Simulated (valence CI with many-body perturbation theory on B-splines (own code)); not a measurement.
**Valence orbitals of Br⁴⁺**

Computed by configuration interaction combined with many-body perturbation theory (CI+MBPT): three valence electrons over a frozen Dirac-Fock core [Ar] 3d10, radial functions for each j: 11 s, 11 p, 9 d, 7 f, 5 g, 2 h, 1 i, with the one-electron correlation potential Σ1 (screened to all orders), the two-electron term Σ2, the three-electron term Σ3, Breit, model QED; selected single and double excitations, second order for the rest, scaled by the run's own slope (own B-spline code, finite nucleus).

Against 8 measured levels this calculation errs by 79 cm⁻¹ on average and by 220 at most. These come from a selection out of Moore, Atomic Energy Levels, vol. II, NSRDS-NBS 35 (1971 reprint of NBS Circular 467, 1952), an old analysis. Levels without a partner in it may be off by more.

These are the spectroscopic orbitals of the CI (the correlating ones are not listed), shaped by the core and the other valence electrons. h is the expectation value of the core's Dirac-Fock operator, without the valence repulsion; Σ1 is computed up to l = 3 at one energy for each symmetry, that of its lowest orbital but kept below the first core excitation, so for empty shells it is not the orbital's own correlation shift; Breit and QED include the response of the core.

| Orbital | h (hartree) | Σ1 (cm⁻¹) | Breit (cm⁻¹) | QED (cm⁻¹) | ⟨r⟩ (bohr) |
| --- | --- | --- | --- | --- | --- |
| 4s1/2 | -3.7235 | -8975 | 210 | 186 | 1.529 |
| 5s1/2 | -1.8633 | -2008 | 61.5 | 53.7 | 3.197 |
| 6s1/2 | -1.1182 | -785 | 26.1 | 22.8 | 5.484 |
| 7s1/2 | -0.74681 | -398 | 13.7 | 11.9 | 8.353 |
| 4p1/2 | -3.1401 | -7066 | 283 | -10.8 | 1.705 |
| 5p1/2 | -1.629 | -1645 | 83.4 | -3.3 | 3.593 |
| 6p1/2 | -1.0064 | -708 | 38.9 | -1.5 | 6.033 |
| 7p1/2 | -0.68446 | -375 | 21.3 | -0.8 | 9.069 |
| 4p3/2 | -3.106 | -6793 | 168 | 2.4 | 1.727 |
| 5p3/2 | -1.6163 | -1599 | 49.8 | 0.6 | 3.623 |
| 6p3/2 | -1.0002 | -691 | 23.8 | 0.3 | 6.072 |
| 7p3/2 | -0.681 | -367 | 13.1 | 0.1 | 9.116 |
| 4d3/2 | -2.2093 | -3279 | 31.2 | -5.2 | 2.290 |
| 5d3/2 | -1.2573 | -1115 | 13.0 | -2.1 | 4.530 |
| 6d3/2 | -0.81875 | -546 | 6.8 | -1.1 | 7.324 |
| 4d5/2 | -2.2047 | -3248 | 4.1 | -3.2 | 2.297 |
| 5d5/2 | -1.2554 | -1108 | 1.8 | -1.3 | 4.538 |
| 6d5/2 | -0.81773 | -543 | 1.0 | -0.7 | 7.334 |
| 4f5/2 | -1.4554 | -890 | -0.4 | 0.0 | 3.388 |
| 5f5/2 | -0.93108 | -499 | -0.3 | 0.0 | 6.011 |
| 4f7/2 | -1.4555 | -889 | -0.8 | 0.1 | 3.388 |
| 5f7/2 | -0.93116 | -498 | -0.6 | 0.0 | 6.010 |
| 5g7/2 | -0.90201 |  | 0.0 | 0.0 | 5.479 |
| 5g9/2 | -0.90199 |  | 0.0 | 0.0 | 5.479 |

Among the shells of the start configuration 4s2 4p1, Σ1 is largest in size for 4s1/2, where it is 1.1 % of h.

Lowest root of each symmetry, sizes in configuration state functions:

| J | Parity | Roots | Reference | Variational | Second order | Change by selected CI (cm⁻¹) | Change by second order (cm⁻¹) |
| --- | --- | --- | --- | --- | --- | --- | --- |
| 1/2 | even | 10 | 31 | 9207 | 30660 | -1690 | -1 |
| 3/2 | even | 12 | 43 | 17592 | 56728 | -1659 | -1 |
| 5/2 | even | 9 | 41 | 18431 | 74558 | -1693 | -2 |
| 7/2 | even | 3 | 25 | 14325 | 84461 | -5300 | -7 |
| 9/2 | even | 2 | 13 | 11749 | 63401 | -10431 | -5 |
| 1/2 | odd | 12 | 26 | 13274 | 28881 | -4035 | -2 |
| 3/2 | odd | 17 | 38 | 19593 | 56340 | -3990 | -2 |
| 5/2 | odd | 12 | 31 | 20994 | 76842 | -3997 | -3 |
| 7/2 | odd | 7 | 21 | 18950 | 82139 | -4058 | -3 |
| 9/2 | odd | 2 | 10 | 9159 | 65315 | -4046 | -7 |
